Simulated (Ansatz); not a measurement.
Two isomers of C6H12O: A = `CC(=O)CC(C)C`, B = `OC1CCCCC1`.

Calculated with Ansatz (gas phase, PBE0-D4/def2-TZVP geometries, no zero-point term in ΔE). CCSD(T)/CBS adds triple-zeta CCSD(T) − MP2 to the extrapolated MP2 energy (def2 sets, frozen cores). DFT in def2-TZVPP. B3LYP here is the variant with VWN-RPA as its local correlation; programs differ in this. One conformer a species, not always the lowest.

A:

```xyz
19

C     1.582    0.866    2.227
C     1.261    0.001    1.038
O     1.774   -1.080    0.884
C     0.273    0.574    0.048
C    -0.307   -0.427   -0.939
C    -1.238   -1.407   -0.240
C    -1.021    0.294   -2.072
H     2.455    0.479    2.750
H     1.747    1.904    1.927
H     0.726    0.864    2.909
H    -0.523    1.092    0.597
H     0.814    1.369   -0.486
H     0.532   -0.995   -1.354
H    -2.090   -0.881    0.204
H    -1.636   -2.139   -0.948
H    -0.720   -1.953    0.549
H    -1.858    0.889   -1.693
H    -0.347    0.968   -2.608
H    -1.426   -0.419   -2.796
```

B:

Z-matrix (Å, degrees):
```
C
O 1 1.416
C 1 1.515 2 107.4
C 1 1.520 2 112.1 3 -122.1
H 1 1.103 2 109.7 3 117.5
H 2 0.961 1 108.3 3 176.5
C 3 1.522 1 111.3 2 -178.6
H 3 1.096 1 108.0 2 -57.7
H 3 1.093 1 109.2 2 58.3
C 4 1.523 1 111.4 2 176.1
H 4 1.097 1 108.1 2 55.1
H 4 1.097 1 109.8 2 -61.3
C 7 1.523 3 111.4 1 55.5
H 7 1.094 3 109.9 1 178.3
H 7 1.097 3 109.4 1 -65.3
H 10 1.094 4 110.1 1 -178.5
H 10 1.097 4 109.3 1 64.9
H 13 1.094 7 110.3 3 -177.6
H 13 1.097 7 109.2 3 65.5
```

(1) Which isomer does CCSD(T)/CBS put lower? Give the gap. (An estimate is asked.)

(2) Give E(B) − E(A) in kJ/mol with r2SCAN-D4, CCSD/def2-TZVPP, B3LYP-D4, MP2/def2-TZVPP, CCSD(T)/def2-TZVPP, B2PLYP, ωB97M-V. (Estimate.)

Largest T1 diagnostic: 0.012.

Answers

(1) Ansatz gave: B, by 15.9 kJ/mol.

(2) Computed: r2SCAN-D4 -5.3, CCSD/def2-TZVPP -14.2, B3LYP-D4 2.7, MP2/def2-TZVPP -18.5, CCSD(T)/def2-TZVPP -12.3, B2PLYP 0.9, ωB97M-V -11.8. The order is the other way round with B3LYP-D4, B2PLYP.

In def2-TZVPP, CCSD(T) changes the Hartree–Fock value by −20.0 kJ/mol (the triples alone add +1.9 kJ/mol) and MP2 by −26.2 kJ/mol. From PBE to PBE0 (25 % exact exchange), in def2-TZVPP and without D4, E(B) − E(A) moves by −15.2 kJ/mol.
